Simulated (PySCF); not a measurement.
Compound: C₅H₅F₃.
Numbering: `[F:1]/[CH:2]=[C:3](/[CH:4]=[CH:5]/[F:6])[CH2:7][F:8]` (hydrogens: H9 on C2; H10 on C4; H11 on C5; H12, H13 on C7)

Computed by this run: PBE0-D3(BJ)/def2-SVP geometry optimisation, gas phase in PySCF; density fitting, grid level 1; the optimiser is geomeTRIC in internal coordinates, started from a GFN2-xTB structure.

Step 0: E = -13391.5148 eV
```
atom  x, y, z in Å  |  force x, y, z in eV/Å
F1     -2.0053    1.9782    0.8851    0.258  -0.236   0.049
C2     -0.9829    1.1608    1.1661   -0.650   0.470  -0.314
C3     -0.4947    0.2930    0.2774   -0.164  -0.199  -0.565
C4      0.6212   -0.5539    0.6473   -0.304   0.249  -0.152
C5      1.1738   -1.4667   -0.1443    0.761  -0.458   0.428
F6      2.2102   -2.1976    0.2814   -0.189   0.161  -0.087
C7     -1.0802    0.2016   -1.1072   -0.128  -0.153   0.205
F8     -1.4310   -1.0902   -1.4194    0.035  -0.291   0.046
H9     -0.6116    1.3025    2.1700    0.219   0.035   0.467
H10     1.0189   -0.4224    1.6434    0.293  -0.063   0.429
H11     0.8835   -1.7273   -1.1499   -0.277  -0.055  -0.435
H12    -1.9885    0.8048   -1.1906   -0.028   0.312   0.028
H13    -0.3476    0.5175   -1.8597    0.174   0.229  -0.098
```

Step 1: E = -13391.5522 eV
```
atom  x, y, z in Å  |  force x, y, z in eV/Å
F1     -2.0499    1.9284    0.8968   -0.030   0.045  -0.009
C2     -1.0118    1.1458    1.1624    0.052  -0.077   0.081
C3     -0.5067    0.2818    0.2682   -0.012   0.033  -0.032
C4      0.6396   -0.5345    0.6403    0.079  -0.050   0.074
C5      1.1723   -1.4955   -0.1207   -0.109   0.069  -0.132
F6      2.2362   -2.1816    0.2746    0.043  -0.040   0.030
C7     -1.0761    0.2111   -1.1171    0.046   0.035  -0.031
F8     -1.4422   -1.0763   -1.4445   -0.002   0.024  -0.007
H9     -0.6181    1.2841    2.1756   -0.037   0.010  -0.053
H10     1.1004   -0.3660    1.6200   -0.021   0.024  -0.029
H11     0.7951   -1.8041   -1.1006    0.028  -0.011   0.059
H12    -1.9552    0.8658   -1.2041   -0.012  -0.037   0.005
H13    -0.3175    0.5412   -1.8514   -0.025  -0.026   0.045
```

**Question.** Estimate the geometry and energy of step 2. (The exact step hangs on the optimiser's Hessian estimate; all steps are aligned on step 1, rigid shifts and turns removed.)

**Answer.** E = -13391.5530 eV, largest force 0.086 eV/Å
```
atom  x, y, z in Å  |  force x, y, z in eV/Å
F1     -2.0504    1.9291    0.8902   -0.035   0.012   0.005
C2     -1.0165    1.1426    1.1654    0.046  -0.026  -0.006
C3     -0.5026    0.2831    0.2718   -0.024   0.045   0.028
C4      0.6476   -0.5294    0.6426   -0.050  -0.014  -0.054
C5      1.1634   -1.4921   -0.1277    0.007   0.000   0.085
F6      2.2244   -2.1854    0.2664    0.054  -0.044  -0.035
C7     -1.0684    0.2103   -1.1144    0.014   0.042  -0.012
F8     -1.4219   -1.0789   -1.4469   -0.018  -0.018  -0.010
H9     -0.6306    1.2848    2.1791   -0.008   0.003   0.001
H10     1.1165   -0.3566    1.6167   -0.003   0.006  -0.019
H11     0.7713   -1.8084   -1.0974    0.021   0.002   0.010
H12    -1.9556    0.8534   -1.2020   -0.003  -0.009   0.005
H13    -0.3112    0.5478   -1.8443    0.001   0.002   0.003
```

The energy changes by -0.0008 eV. The first-order estimate −F·Δx gives -0.0028 eV and the mean of the old and new forces, exact on a quadratic surface, -0.0004 eV. The step makes an angle of 80° with the force vector and moves no atom by more than 0.024 Å.

What follows is the cost of the whole optimisation. The run took 40 s wall on one thread of an Arm Neoverse V1, shared host with 32 logical CPUs at a one-minute load of 18, and the process peaked at 0.59 GiB of memory.
